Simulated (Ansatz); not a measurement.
`N[Si](O)(F)F` and `O[Si](F)(F)[SiH3]` differ in one atom or group.

Ansatz, PBE0-D4/def2-TZVP geometries, multiplicity 1. Each molecule was computed in one conformer, which needn't be the lowest.

```csv
property,`N[Si](O)(F)F`
size of the dipole moment (ωB97M-V/def2-TZVPP) / D,3.19
HOMO energy (PBE/def2-TZVPP) / eV,-6.80
HOMO energy (PBE0/def2-TZVPP) / eV,-8.37
size of the dipole moment (PBE/def2-TZVPP) / D,3.11
HOMO–LUMO gap (PBE/def2-TZVPP) / eV,6.36
HOMO–LUMO gap (ωB97M-V/def2-TZVPP) / eV,12.67
```

Task: Give the same properties after the change, and the shifts. (Best estimate.)

Result: Computed: 
```csv
property,`O[Si](F)(F)[SiH3]`,shift
size of the dipole moment (ωB97M-V/def2-TZVPP) / D,1.03,-2.16
HOMO energy (PBE/def2-TZVPP) / eV,-7.76,-0.96
HOMO energy (PBE0/def2-TZVPP) / eV,-9.04,-0.67
size of the dipole moment (PBE/def2-TZVPP) / D,1.02,-2.09
HOMO–LUMO gap (PBE/def2-TZVPP) / eV,6.87,0.51
HOMO–LUMO gap (ωB97M-V/def2-TZVPP) / eV,12.85,0.18
```

With PBE0 the HOMO falls by 0.67 eV and the LUMO falls by 0.44 eV, so the gap widens by about 0.23 eV. PBE moves the HOMO by -0.96 eV and ωB97M-V by -0.32 eV. The zero-point energy changes by -5.0 kJ/mol with +3 modes. Dipoles are sizes alone; their direction can turn.
